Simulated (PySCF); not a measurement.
B, doublet. Base run: MN15/6-31G** in PySCF.

Here is a job for PySCF.
```python
from pyscf import gto, scf, dft

mol = gto.M(
    atom='''
B     0.000000    0.000000    0.000000
''',
    basis='6-31g**',
    charge=0,
    spin=1,
    verbose=4,
)

mf = dft.UKS(mol)
mf.xc = 'mn15'
mf.kernel()
mf.analyze()
```

Each row names what was changed in the base input (with any setting that the change needs).

| change | ΔE vs base (µEh) | grid points | electrons on the grid |
|---|---|---|---|
| base | 0.0 | 14048 | 5.00000 |
| grids.level = 5 | 0.1 | 43160 | 5.00000 |
| grids.prune = dft.gen_grid.sg1_prune | 3.8 | 6376 | 5.00000 |
| grids.level = 7 | 0.1 | 86496 | 5.00000 |
| grids.becke_scheme = stratmann | 0.0 | 14048 | 5.00000 |
| grids.atom_grid = (99, 590) | 0.1 | 30984 | 5.00000 |
| grids.atom_grid = (30, 110) | -218 | 2448 | 5.00000 |
| grids.atom_grid = (50, 194) | 0.9 | 6512 | 5.00000 |
| grids.atom_grid = (75, 302) | 0.0 | 14048 | 5.00000 |
| grids.prune = dft.gen_grid.treutler_prune | -7.5 | 12432 | 5.00000 |
| grids.radi_method = mura_knowles | 0.2 | 12576 | 5.00000 |

Open shells are given as the SCF converged; they aren't shown to be the lowest states, and a large step between rows can be another state.
